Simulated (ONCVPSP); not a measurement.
# What the settings do to the ONCV potential of platinum

Base potential:

ONCVPSP 4.0.1 input, shortened (lines: element, Z, core and valence counts, functional; n l f; lmax; l rc ep ncon nbas qcut; lloc lpopt rc5 dvloc0; l nproj debl; icmod fcfact rcfact), LDA (Perdew-Zunger), fully relativistic:

```
  Pt 78.00    9    5        3      upf
    1    0    2.00
    2    0    2.00
    2    1    6.00
    3    0    2.00
    3    1    6.00
    3    2   10.00
    4    0    2.00
    4    1    6.00
    4    2   10.00
    4    3   13.00
    5    0    2.00
    5    1    6.00
    5    2   10.00
    6    0    1.00
    3
    0    1.55    0.00    4    7    7.00
    1    1.85    0.00    3    6    7.80
    2    2.30    0.00    4    9    6.90
    3    0.80    0.00    3    8   19.20
    4    5    0.55    0.00
    0    2    0.40
    1    2    1.20
    2    2    2.20
    3    2    3.10
    3    5.00    1.70
```

Open shells are filled in proportion to 2j + 1.

In the p channel the program set the typed energies aside and used -2.008, 0.250 Ha (j = l + 1/2; the other j can differ).

Cutoffs, loose and tight: the cutoffs (Ha) at which the residual kinetic energy of the hardest occupied pseudo-wave falls to 1 and 0.1 mHa per electron. They do not see the model core or the augmentation charge, which bear on the density cutoff. Test errors are all-electron minus pseudo excitation energies from the reference, over the configurations 4f14 5s2 5p6 5d9 6s1; 4f14 5s2 5p6 5d9 6s0; 4f14 5s2 5p6 5d8 6s0; 4f14 5s2 5p6 5d10 6s0. A dash means not determined; rows that change the core or the reference have their own tests.

A true bound ghost makes a file unfit for plane-wave use even where its test errors are small: the radial tests pick states by their node count and pass the ghost by.

```tsv
change	outcome	cutoff, loose	cutoff, tight	bound ghosts	GHOST(+) flags above zero	largest test error (meV)
base	generated, projector energies reset by the program	174 Ha	365 Ha	s, p3/2, d5/2, p1/2, d3/2	s	-318
core correction Teter function, fcfact 5, rcfact 1.12	generated, projector energies reset by the program	174 Ha	365 Ha	s, p3/2, d5/2, p1/2, d3/2	s	-264
p: rc 2.62	generated, projector energies reset by the program	174 Ha	365 Ha	s, p3/2, d5/2, p1/2, d3/2	s	-348
scalar-relativistic	generated, projector energies reset by the program	174 Ha	362 Ha	s, p, d	none	-370
p: nbas 8	generated, projector energies reset by the program	174 Ha	365 Ha	s, p3/2, d5/2, p1/2, d3/2	s	-316
```

**Question.** What comes out with this change to the base: functional PBE?

**Answer.** outcome: generated, projector energies reset by the program; cutoff, loose: 174 Ha; cutoff, tight: 364 Ha; bound ghosts: s, p3/2, d5/2, p1/2, d3/2; GHOST(+) flags above zero: s; largest test error (meV): -327.

**Question.** What comes out with this change to the base: all radii but the core radius scaled by about 1.10 (s 1.70, p 2.02, d 2.52, f 0.88 bohr); local potential polynomial inside 0.60 bohr (lpopt 5, dvloc0 0 Ha)?

**Answer.** outcome: generated, projector energies reset by the program; cutoff, loose: 163 Ha; cutoff, tight: 175 Ha; bound ghosts: s, p3/2, d5/2, p1/2; GHOST(+) flags above zero: d3/2; largest test error (meV): 4 of 4 tests not solved or not reliable.

**Question.** What comes out with this change to the base: s: qcut 6; p: qcut 6.7; d: qcut 5.9; f: qcut 16.5?

**Answer.** outcome: generated, projector energies reset by the program; bound ghosts: s, p3/2, d5/2, p1/2, d3/2; GHOST(+) flags above zero: s; largest test error (meV): -247.
